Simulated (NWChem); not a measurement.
System: CH$_{3}$AlCl$_{2}$O; SMILES C[O][Al]([Cl])[Cl]

NWChem input:

```
start job
memory heap 200 mb stack 900 mb global 1100 mb
geometry units angstroms noautosym
  Al     0.007942     0.031106     0.015363
  Cl     1.381683     1.316175    -0.741444
  Cl    -0.990404     0.375800     1.747520
  O     -0.302056    -1.352227    -0.819677
  C     -0.599869    -2.543311    -1.491739
  H     -0.915018    -2.321414    -2.513447
  H      0.286279    -3.180447    -1.522625
  H     -1.403833    -3.073177    -0.975884
end
basis spherical
  * library 6-31g*
end
dft
  xc xpbe96 cpbe96
  iterations 150
end
driver
  maxiter 150
end
task dft optimize
```

Parts of the log:

```
             Northwest Computational Chemistry Package (NWChem) 7.3.0
             --------------------------------------------------------

                             Geometry "geometry" -> ""
                             -------------------------

 Output coordinates in angstroms (scale by  1.889725989 to convert to a.u.)

  No.       Tag          Charge          X              Y              Z
 ---- ---------------- ---------- -------------- -------------- --------------
    1 Al                  13.0000     0.02814895     0.11680548     0.06562542
    2 Cl                  17.0000     1.40188995     1.40187448    -0.69118158
    3 Cl                  17.0000    -0.97019705     0.46149948     1.79778242
    4 O                    8.0000    -0.28184905    -1.26652752    -0.76941458
    5 C                    6.0000    -0.57966205    -2.45761152    -1.44147658
    6 H                    1.0000    -0.89481105    -2.23571452    -2.46318458
    7 H                    1.0000     0.30648595    -3.09474752    -1.47236258
    8 H                    1.0000    -1.38362605    -2.98747752    -0.92562158

 Effective nuclear repulsion energy (a.u.)     326.2807374780

                                Z-matrix (autoz)
                                --------

 Units are Angstrom for bonds and degrees for angles

      Type          Name      I     J     K     L     M      Value
      ----------- --------  ----- ----- ----- ----- ----- ----------
    1 Stretch                  1     2                       2.02764
    2 Stretch                  1     3                       2.02876
    3 Stretch                  1     4                       1.64530
    4 Stretch                  4     5                       1.39966
    5 Stretch                  5     6                       1.09199
    6 Stretch                  5     7                       1.09186
    7 Stretch                  5     8                       1.09235
    8 Bend                     1     5     6               110.42387
    9 Bend                     1     5     7               110.20733
   10 Bend                     1     5     8               108.86549
   11 Bend                     2     1     3               122.98331
   12 Bend                     2     1     4               118.10473
   13 Bend                     3     1     4               118.91188
   14 Bend                     4     5     6               109.73933
   15 Bend                     4     5     7               109.72290
   16 Bend                     4     5     8               110.03752
   17 Bend                     5     1     2               119.10599
   18 Bend                     5     1     3               117.91056
   19 Bend                     6     5     7               109.04656
   20 Bend                     6     5     8               109.14799
   21 Bend                     7     5     8               109.12532
   22 Torsion                  2     1     5     6         -56.47482
   23 Torsion                  2     1     5     7          64.06431
   24 Torsion                  2     1     5     8        -176.28465
   25 Torsion                  1     2     4     5        -179.87042
   26 Torsion                  3     1     5     6         123.65626
   27 Torsion                  3     1     5     7        -115.80460
   28 Torsion                  3     1     5     8           3.84644
   29 Torsion                  1     3     4     5         179.88902
   30 Torsion                  3     2     1     4        -179.89838
   31 Torsion                  2     3     1     4         179.89760
   32 Torsion                  1     4     6     5        -176.34186
   33 Torsion                  1     4     7     5         175.94816
   34 Torsion                  1     4     8     5        -179.60147

  pbe96 is a nonlocal functional; adding pw91lda local functional.

                           NWChem Geometry Optimization
                           ----------------------------

 maximum gradient threshold         (gmax) =   0.000450
 rms gradient threshold             (grms) =   0.000300
 maximum cartesian step threshold   (xmax) =   0.001800
 rms cartesian step threshold       (xrms) =   0.001200
 fixed trust radius                (trust) =   0.300000
 source of zmatrix                         =   autoz

          -------------------
          Energy Minimization
          -------------------

 Using diagonal initial Hessian
 Scaling for Hessian diagonals: bonds = 1.00  angles = 0.25  torsions = 0.10

          --------
          Step   0

                                 NWChem DFT Module
                                 -----------------

 Summary of "ao basis" -> "ao basis" (spherical)
 ------------------------------------------------------------------------------
       Tag                 Description            Shells   Functions and Types
 ---------------- ------------------------------  ------  ---------------------
 Al                          6-31g*                  8       18   4s3p1d
 Cl                          6-31g*                  8       18   4s3p1d
 O                           6-31g*                  6       14   3s2p1d
 C                           6-31g*                  6       14   3s2p1d
 H                           6-31g*                  2        2   2s

            General Information
            -------------------
          SCF calculation type: DFT
          Wavefunction type:  closed shell.
          No. of atoms     :     8
          No. of electrons :    64
           Alpha electrons :    32
            Beta electrons :    32
          Charge           :     0
          Spin multiplicity:     1
          Use of symmetry is: off; symmetry adaption is: off
          Maximum number of iterations: 150
          AO basis - number of functions:    88
                     number of shells:    42
          Convergence on energy requested:  1.00D-06
          Convergence on density requested:  1.00D-05
          Convergence on gradient requested:  5.00D-04

              XC Information
              --------------
          PerdewBurkeErnzerhof Exchange Functional  1.000
            Perdew 1991 LDA Correlation Functional  1.000 local
           PerdewBurkeErnz. Correlation Functional  1.000 non-local

             Grid Information
             ----------------
          Grid used for XC integration:  medium
          Radial quadrature: Mura-Knowles
          Angular quadrature: Lebedev.
          Tag              B.-S. Rad. Rad. Pts. Rad. Cut. Ang. Pts.
          ---              ---------- --------- --------- ---------
          Al                  1.25       88          10.0       590
          Cl                  1.00       88          12.0       590
          O                   0.60       49           9.0       434
          C                   0.70       49          11.0       434
          H                   0.35       45          12.0       434
          Grid pruning is: on
          Number of quadrature shells:   497
          Spatial weights used:  Erf1

      Superposition of Atomic Density Guess
      -------------------------------------

 Sum of atomic energies:       -1274.66912013

      Non-variational initial energy
      ------------------------------

[...]

      ----------------------
      Optimization converged
      ----------------------

  Step       Energy      Delta E   Gmax     Grms     Xrms     Xmax
  ---- ---------------- -------- -------- -------- -------- --------
@   36   -1277.42972202 -1.3D-07  0.00002  0.00000  0.00035  0.00071
                                     ok       ok       ok       ok

                                Z-matrix (autoz)
                                --------

 Units are Angstrom for bonds and degrees for angles

      Type          Name      I     J     K     L     M      Value     Gradient
      ----------- --------  ----- ----- ----- ----- ----- ---------- ----------
    1 Stretch                  1     2                       2.09589   -0.00001
    2 Stretch                  1     3                       2.10678    0.00002
    3 Stretch                  1     4                       1.70316   -0.00001
    4 Stretch                  4     5                       1.42334    0.00000
    5 Stretch                  5     6                       1.10477   -0.00000
    6 Stretch                  5     7                       1.10478    0.00000
    7 Stretch                  5     8                       1.10637    0.00000
    8 Bend                     1     5     6               120.92184   -0.00000
    9 Bend                     1     5     7               120.92549    0.00000
   10 Bend                     1     5     8                85.84712    0.00000
   11 Bend                     2     1     3               120.09643   -0.00000
   12 Bend                     2     1     4               118.27937   -0.00000
   13 Bend                     3     1     4               121.62420    0.00000
   14 Bend                     4     5     6               109.22588   -0.00000
   15 Bend                     4     5     7               109.23300    0.00000
   16 Bend                     4     5     8               112.96787    0.00000
   17 Bend                     5     1     2               140.67306    0.00000
   18 Bend                     5     1     3                99.23051   -0.00000
   19 Bend                     6     5     7               108.30323    0.00000
   20 Bend                     6     5     8               108.50492    0.00000
   21 Bend                     7     5     8               108.50037   -0.00000
   22 Torsion                  2     1     5     6         -70.87618    0.00000
   23 Torsion                  2     1     5     7          70.90038    0.00000
   24 Torsion                  2     1     5     8        -179.99033   -0.00000
   25 Torsion                  1     2     4     5           0.01501   -0.00000
   26 Torsion                  3     1     5     6         109.11563    0.00000
   27 Torsion                  3     1     5     7        -109.10781    0.00000
   28 Torsion                  3     1     5     8           0.00148   -0.00000
   29 Torsion                  1     3     4     5         179.99908   -0.00000
   30 Torsion                  3     2     1     4         179.99375   -0.00000
   31 Torsion                  2     3     1     4        -179.99354    0.00000
   32 Torsion                  1     4     6     5         -89.15611    0.00000
   33 Torsion                  1     4     7     5          89.15836   -0.00000
   34 Torsion                  1     4     8     5        -179.99789   -0.00000

                         Geometry "geometry" -> "geometry"
                         ---------------------------------

 Output coordinates in angstroms (scale by  1.889725989 to convert to a.u.)

  No.       Tag          Charge          X              Y              Z
 ---- ---------------- ---------- -------------- -------------- --------------
    1 Al                  13.0000     0.12439759     0.05637096    -0.13325329
    2 Cl                  17.0000     1.40566569     1.69479637    -0.39147576
    3 Cl                  17.0000    -1.16947023    -0.02148926     1.52757841
    4 O                    8.0000     0.16424425    -1.18985295    -1.29347131
    5 C                    6.0000    -0.57930525    -2.40080023    -1.37485806
    6 H                    1.0000    -1.14739806    -2.41590386    -2.32225570
    7 H                    1.0000     0.11871397    -3.25713346    -1.37517867
    8 H                    1.0000    -1.29046834    -2.52788670    -0.53691925

 Effective nuclear repulsion energy (a.u.)     321.1981808527

                Final and change from initial internal coordinates
                --------------------------------------------------

                                Z-matrix (autoz)
                                --------

 Units are Angstrom for bonds and degrees for angles

      Type          Name      I     J     K     L     M      Value       Change
      ----------- --------  ----- ----- ----- ----- ----- ---------- ----------
    1 Stretch                  1     2                       2.09589    0.06825
    2 Stretch                  1     3                       2.10678    0.07802
    3 Stretch                  1     4                       1.70316    0.05787
    4 Stretch                  4     5                       1.42334    0.02368
    5 Stretch                  5     6                       1.10477    0.01278
    6 Stretch                  5     7                       1.10478    0.01292
    7 Stretch                  5     8                       1.10637    0.01402
    8 Bend                     1     5     6               120.92184   10.49797
    9 Bend                     1     5     7               120.92549   10.71815
   10 Bend                     1     5     8                85.84712  -23.01837
   11 Bend                     2     1     3               120.09643   -2.88688
   12 Bend                     2     1     4               118.27937    0.17463
   13 Bend                     3     1     4               121.62420    2.71232
   14 Bend                     4     5     6               109.22588   -0.51345
   15 Bend                     4     5     7               109.23300   -0.48990
   16 Bend                     4     5     8               112.96787    2.93036
   17 Bend                     5     1     2               140.67306   21.56707
   18 Bend                     5     1     3                99.23051  -18.68005
   19 Bend                     6     5     7               108.30323   -0.74333
   20 Bend                     6     5     8               108.50492   -0.64307
   21 Bend                     7     5     8               108.50037   -0.62496
   22 Torsion                  2     1     5     6         -70.87618  -14.40136
   23 Torsion                  2     1     5     7          70.90038    6.83607
   24 Torsion                  2     1     5     8        -179.99033   -3.70569
   25 Torsion                  1     2     4     5           0.01501  179.88543
   26 Torsion                  3     1     5     6         109.11563  -14.54063
   27 Torsion                  3     1     5     7        -109.10781    6.69679
   28 Torsion                  3     1     5     8           0.00148   -3.84496
   29 Torsion                  1     3     4     5         179.99908    0.11005
   30 Torsion                  3     2     1     4         179.99375   -0.10787
   31 Torsion                  2     3     1     4        -179.99354    0.10886
   32 Torsion                  1     4     6     5         -89.15611   87.18575
   33 Torsion                  1     4     7     5          89.15836  -86.78980
   34 Torsion                  1     4     8     5        -179.99789   -0.39642

 ==============================================================================
                                internuclear distances
 ------------------------------------------------------------------------------
       center one      |      center two      | atomic units |  angstroms
 ------------------------------------------------------------------------------
    2 Cl               |   1 Al               |     3.96066  |     2.09589
    3 Cl               |   1 Al               |     3.98124  |     2.10678
    4 O                |   1 Al               |     3.21851  |     1.70316
    5 C                |   4 O                |     2.68971  |     1.42334
    6 H                |   5 C                |     2.08772  |     1.10477
    7 H                |   5 C                |     2.08773  |     1.10478
    8 H                |   5 C                |     2.09073  |     1.10637
 ------------------------------------------------------------------------------
                         number of included internuclear distances:          7
 ==============================================================================
```

Level: PBE/6-31G* (spherical d).
